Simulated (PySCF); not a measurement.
# VF: from constants to spectrum

PBE0 constants of VF, quintet, unpaired electrons σ ↑, π ↑, δ ↑↑ (V def2-TZVPP, F def2-TZVPP; no relativity (PySCF 2.14); masses 50.9440 and 18.9984 u):

- ωe: 679.7 cm⁻¹
- ωexe: 3.77 cm⁻¹
- Be: 0.38644 cm⁻¹
- αe: 0.00295 cm⁻¹
- D (centrifugal): 5e-07 cm⁻¹

(1) Give the vibrational terms G(v) and spacings up to v = 6.

De is left out where the level can put another filling of the metal’s s and d shells below the measured ground configuration, by anything from nothing to about 1 eV. With d or f electrons several states lie close, and the lowest PBE0 determinant need not be the measured ground state.

Answers

(1) G(v) = ωe(v+½) − ωexe(v+½)².

```json
{"v": "0", "G(v) (cm⁻¹)": "339", "G(v) − G(v−1)": "", "Bv (cm⁻¹)": "0.3850"}
{"v": "1", "G(v) (cm⁻¹)": "1011", "G(v) − G(v−1)": "672", "Bv (cm⁻¹)": "0.3820"}
{"v": "2", "G(v) (cm⁻¹)": "1676", "G(v) − G(v−1)": "665", "Bv (cm⁻¹)": "0.3791"}
{"v": "3", "G(v) (cm⁻¹)": "2333", "G(v) − G(v−1)": "657", "Bv (cm⁻¹)": "0.3761"}
{"v": "4", "G(v) (cm⁻¹)": "2982", "G(v) − G(v−1)": "650", "Bv (cm⁻¹)": "0.3732"}
{"v": "5", "G(v) (cm⁻¹)": "3624", "G(v) − G(v−1)": "642", "Bv (cm⁻¹)": "0.3702"}
{"v": "6", "G(v) (cm⁻¹)": "4259", "G(v) − G(v−1)": "634", "Bv (cm⁻¹)": "0.3673"}
```
